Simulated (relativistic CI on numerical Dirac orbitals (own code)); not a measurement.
Spin-allowed bands of a d7 ion in an octahedral site, by hand

Problem. Take Δ = 9460 cm⁻¹ and B = 860 cm⁻¹ for a high-spin d7 ion in an octahedral site. Calculate the three spin-allowed bands.

Working.
1. The terms of highest spin are 4F (energy 0) and 4P (15B = 12900 cm⁻¹). Here the F term splits into A2 at +1.2Δ = 11352, T2 at +0.2Δ = 1892 and T1 at −0.6Δ = -5676 cm⁻¹.
2. The two T1 states mix through the element 0.4Δ: H = [[-5676, 3784], [3784, 12900]], with roots ½(H₁₁ + H₂₂) ∓ ½√[(H₂₂ − H₁₁)² + 4H₁₂²] = ½(7224) ∓ ½(20058) = -6417 and 13641 cm⁻¹.
3. The ground term is 4T1 at -6417 cm⁻¹.
4. Bands: 4T2 8309 cm⁻¹ (1203 nm), 4A2 17769 cm⁻¹ (563 nm), 4T1(P) 20058 cm⁻¹ (499 nm).

Check. Exact diagonalisation of the whole d7 shell with these parameters gives 4T2 8309, 4A2 17769, 4T1 20058 cm⁻¹. The match is exact, since without spin-orbit coupling no other term has this spin. The ratio of the second band to the first, 2.138, depends on Δ/B = 11.0 alone, which is how a Tanabe-Sugano diagram is read.
